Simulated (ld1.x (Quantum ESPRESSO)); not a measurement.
# Mg (Z = 12): TM pseudisation with PBE, scalar-relativistic reference atom.

* Element: Mg
* Generator: ld1.x (Quantum ESPRESSO) 7.5
* Type: norm-conserving Troullier–Martins (Kleinman–Bylander form)
* Functional: PBE
* Relativity: scalar-relativistic
* Frozen core: [Ne]
* Valence charge: 2
* Reference configuration: 3s0.5 3p0 (charge +1.5)
* Partial waves: 3s (bound): rc 1.70 bohr; 3p (bound, empty): rc 2.05 bohr; 3d channel at 0.4 Ry: rc 2.15 bohr
* Local potential: all-electron potential smoothed inside 2.15 bohr (lloc = -1)
* Core correction: a·sin(br)/r model core, default radius (core density twice the valence density)

* Cutoffs needed: 6 Ry and 25 Ry (the cutoffs (Ry, on a coarse ladder) from which the occupation-weighted sum of valence levels, in a spherical-Bessel basis at the reference potential, stays within 10 and 1 mRy of its value at 400 Ry)
* Ghost test: no extra level below or beside the all-electron valence levels (s, p, d, f tested) (spherical-Bessel basis up to 400 Ry, 20 bohr box)
* Largest excitation error: +79 meV (all-electron minus pseudo) for 3s2 3p0, out of 6 test configurations
